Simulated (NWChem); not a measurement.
# ZrN2H4S; SMILES [S]=[Zr]([NH2])[NH2]

```xyz
8

Zr    -0.0696    -0.1927     0.0000
S     -0.0383     2.0474     0.0000
N      0.7345    -0.9248    -1.7299
H      0.9875    -0.3427    -2.5387
H      1.1457    -1.8555    -1.8803
N      0.7345    -0.9248     1.7299
H      1.1457    -1.8555     1.8803
H      0.9875    -0.3427     2.5387
```
Atoms are numbered in this order, from 1.

Level: PBE-D3(BJ)/def2-SVP with def2 effective core potentials on Zr (NWChem), optimised geometry, unscaled harmonic frequencies. def2 effective core potentials on Zr; no spin-orbit coupling.

```tsv
frequency (cm⁻¹)	IR intensity (km/mol)
96	2.6
143	0.2
150	4.1
331	0.2
402	8.6
424	2.6
442	2.3
528	44.0
537	66.9
559	255.5
622	80.1
632	117.1
1450	32.7
1453	19.7
3433	62.5
3435	24.3
3521	17.3
3521	22.8
```

```json
{
  "zero_point_energy": "31.0 kcal/mol",
  "thermal correction to the enthalpy at 298.15 K (with zero-point energy)": "36.0 kcal/mol",
  "heat capacity Cv": "23.2 cal/(mol K)",
  "entropy at 298.15 K and 1 atm (symmetry number 1)": "83.5 cal/(mol K)"
}
```

Rigid rotor and harmonic oscillator; modes under 100 cm⁻¹ make the entropy uncertain.
